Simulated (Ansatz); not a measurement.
C4H10O3, SMILES `OCCOCCO`, relaxed with RKS PBE-D4/def2-SVP in the Gaussian-basis code of Ansatz from a rough embedded geometry. The force threshold is 0.03 eV/Å; the program also tests the step.

Charge 0, multiplicity 1.

Start:

```xyz
17

O    -0.155    0.518    2.701
C     0.853    0.960    1.830
C     0.246    1.525    0.540
O    -0.596    0.581   -0.092
C     0.070   -0.379   -0.880
C    -0.992   -1.226   -1.589
O    -0.426   -2.209   -2.415
H    -0.848    0.123    2.153
H     1.540    0.133    1.593
H     1.416    1.737    2.351
H     1.038    1.863   -0.140
H    -0.405    2.367    0.787
H     0.708   -1.031   -0.261
H     0.710    0.115   -1.627
H    -1.590   -0.587   -2.241
H    -1.656   -1.669   -0.835
H     0.088   -2.820   -1.875
```

**Question.** By how much does the energy fall, and how many steps does the optimiser take? (An estimate is asked.)

**Answer.** The calculation gave: 0.08 eV, in 4 steps.

**Question.** Which bonds change most? (An estimate is asked.)

**Answer.** Computed: C2–H9 from 1.101 to 1.122 Å; C2–H10 from 1.092 to 1.112 Å; C6–H16 from 1.098 to 1.118 Å; C3–H11 from 1.098 to 1.116 Å.

**Question.** Give the relaxed structure. (Best estimate.)

**Answer.** Computed: 
```xyz
17

O    -0.196    0.472    2.661
C     0.838    0.959    1.835
C     0.259    1.543    0.548
O    -0.600    0.598   -0.086
C     0.062   -0.376   -0.873
C    -0.991   -1.233   -1.573
O    -0.406   -2.204   -2.416
H    -0.827    0.055    2.039
H     1.587    0.163    1.584
H     1.392    1.748    2.388
H     1.063    1.884   -0.147
H    -0.386    2.412    0.795
H     0.724   -1.034   -0.254
H     0.716    0.107   -1.639
H    -1.618   -0.578   -2.214
H    -1.673   -1.673   -0.803
H     0.058   -2.843   -1.845
```
